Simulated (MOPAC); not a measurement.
MOPAC input (PM6):

```
PM6 FORCE THERMO(298,298) PRECISE LET GEO-OK AUX(PRECISION=9) THREADS=1
SSn

Sn    0.00000000 1    0.00000000 1   -0.53260175 1
S     0.00000000 1    0.00000000 1    1.67759769 1
```

Output:

```
 *******************************************************************************
 **                                                                           **
 **                              MOPAC v23.2.5                                **
 **                                                                           **
 *******************************************************************************
 ** MOPAC's Digital Object Identifier: https://doi.org/10.5281/zenodo.6511958 **
 **                                                                           **
 ** Please cite the open-source release paper for use of this MOPAC version:  **
 ** J. E. Moussa and J. J. P. Stewart (2026)                                  **
 ** MOPAC: An open-source semiempirical molecular orbital program             **
 ** J. Open Source Softw., 11(119), 8025, https://doi.org/10.21105/joss.08025 **
 *******************************************************************************

                              PM6 CALCULATION RESULTS

 *******************************************************************************
 *  PM6        - The PM6 Hamiltonian to be used
 *  GEO-OK     - OVERRIDE INTERATOMIC DISTANCE AND OTHER SAFETY CHECKS
 *  LET        - OVERRIDE SOME SAFETY CHECKS
 *  PRECISE    - TIGHTER CRITERIA TO BE USED
 *  FORCE      - FORCE CALCULATION SPECIFIED
 *  AUX        - OUTPUT AUXILIARY INFORMATION
 *  THERMO     - THERMODYNAMIC QUANTITIES TO BE CALCULATED
 *******************************************************************************
PM6 FORCE THERMO(298,298) PRECISE LET GEO-OK AUX(PRECISION=9) THREADS=1
 SSn

   ATOM   CHEMICAL          X               Y               Z
  NUMBER   SYMBOL      (ANGSTROMS)     (ANGSTROMS)     (ANGSTROMS)

     1      Sn          0.00000000  *   0.00000000  *  -0.53260175  *
     2       S          0.00000000  *   0.00000000  *   1.67759769  *

          CARTESIAN COORDINATES

    NO.       ATOM           X           Y           Z

     1        Sn          0.0000      0.0000     -0.5326
     2         S          0.0000      0.0000      1.6776

 General Reference for PM6:
 "Optimization of Parameters for Semiempirical Methods V: Modification of NDDO Approximations
 and Application to 70 Elements", J. J. P. Stewart, J. Mol. Mod., 13, 1173-1213 (2007)
 URL: https://link.springer.com/article/10.1007/s00894-007-0233-4

           Empirical Formula: Sn S  =     2 atoms

      MOLECULAR POINT GROUP   :   C*v

      RHF CALCULATION, NO. OF DOUBLY OCCUPIED LEVELS = 5

          HEAT OF FORMATION =      34.033786 KCALS/MOLE

          CARTESIAN COORDINATE DERIVATIVES

   NUMBER  ATOM         X            Y            Z

     1      Sn     -0.009547     0.000000     0.000000
     2       S      0.009547     0.000000     0.000000

 DIPOLE           X         Y         Z       TOTAL
 POINT-CHG.    -7.525     0.000     0.000     7.525
 HYBRID         3.848     0.000     0.000     3.848
 SUM           -3.677     0.000     0.000     3.677

          GRADIENT NORM =   0.01350

          MOLECULAR WEIGHT =  150.75

          ROTATIONAL CONSTANTS IN CM(-1)

          A =    0.00000000   B =    0.13671408   C =    0.13671408

           PRINCIPAL MOMENTS OF INERTIA IN UNITS OF 10**(-40)*GRAM-CM**2

          A =        0.0000   B =      204.7540   C =      204.7540

          ORIENTATION OF MOLECULE IN FORCE CALCULATION

    NO.       ATOM         X         Y         Z

     1         Sn      -0.4700    0.0000    0.0000
     2          S       1.7402    0.0000   -0.0000

    FIRST DERIVATIVES WILL BE USED IN THE CALCULATION OF SECOND DERIVATIVES

    FOR POINT-GROUP C*v  THERE ARE  84 UNIQUE SYMMETRY FUNCTIONS.

(To convert to Hartree/Bohr^2, multiply by (10^(-21) x N x a0^2)/(4.184 x 627.51) =  0.0642)

           FORCE MATRIX IN MILLIDYNES/ANGSTROM

                 Sn  1       S  2
 ------------------------------
    Sn    1   3.667699
     S    2   3.667695   3.667691

          HEAT OF FORMATION =      34.033786 KCALS/MOLE

          ZERO POINT ENERGY       0.710 KCAL/MOL

           NORMAL COORDINATE ANALYSIS (Total motion = 1 Angstrom)

   Root No.       1

                 1 Sig

                 496.6

           1   -0.2127
           2   -0.0000
           3    0.0000
           4    0.7873
           5    0.0000
           6   -0.0000

           MASS-WEIGHTED COORDINATE ANALYSIS (NORMAL COORDINATES)

   Root No.       1

                 1 Sig

                 496.6

           1   -0.4612
           2   -0.0000
           3    0.0000
           4    0.8873
           5    0.0000
           6   -0.0000

          DESCRIPTION OF VIBRATIONS

 VIBRATION          1    1Sig        ATOM PAIR     ENERGY CONTRIBUTION    RADIAL
 FREQUENCY           496.61         Sn1 -- S 2        +100.0% (100.0%)    100.0%
 TRANSITION DIPOLE   4.6442
 TRAVEL (Ang.)       0.0733
 REDUCED MASS       25.2418
 EFFECTIVE MASS     45.8995
 FORCE CONSTANT      3.6677

      SYMMETRY NUMBER FOR POINT-GROUP C*v =  1

          SYSTEM IS A GROUND STATE

 SSn

          MOLECULE IS LINEAR

          THERE ARE  1 GENUINE VIBRATIONS IN THIS SYSTEM
          THIS THERMODYNAMICS CALCULATION IS LIMITED TO
          MOLECULES WHICH HAVE NO INTERNAL ROTATIONS

                    CALCULATED THERMODYNAMIC PROPERTIES
                                          *
   TEMP. (K)   PARTITION FUNCTION   H.O.F.    ENTHALPY  HEAT CAPACITY ENTROPY
                                   KCAL/MOL   CAL/MOLE    CAL/K/MOL  CAL/K/MOL

 298.00  VIB.     0.1100D+01                   142.0225     1.2570     0.6660
         ROT.     0.1515D+04                   592.1869     1.9872    16.5398
         INT.     0.1667D+04                   734.2094     3.2442    17.2059
         TRA.     0.1789D+28                  1480.4672     4.9680    40.9393
         TOT.                       34.034    2214.6766     8.2122    58.1451

   *: NOTE: HEATS OF FORMATION ARE RELATIVE TO THE
            ELEMENTS IN THEIR STANDARD STATE AT 298K
              (=  Standard Enthalpy of Formation).

            Hvib:  Zero-point energy is not included.
                   frequencies of less than zero cm-1 are not included.
            Hrot = (3/2)RT
            Htra = (3/2)RT + pV = (5/2)RT

            Heat capacity is Cp, not Cv

          For more information, see: HTTP://OpenMOPAC.net/Manual/thermochemistry.html

           FORCE CONSTANT IN CARTESIAN COORDINATES (Millidynes/A)

    ATOM   CHEMICAL       X               Y               Z
   NUMBER   SYMBOL  FORCE CONSTANT  FORCE CONSTANT  FORCE CONSTANT

      1      Sn        3.667695        0.000126        0.000126
      2       S        3.667695        0.000126        0.000126

 **********************
 *                    *
 * JOB ENDED NORMALLY *
 *                    *
 **********************

 == MOPAC DONE ==
```
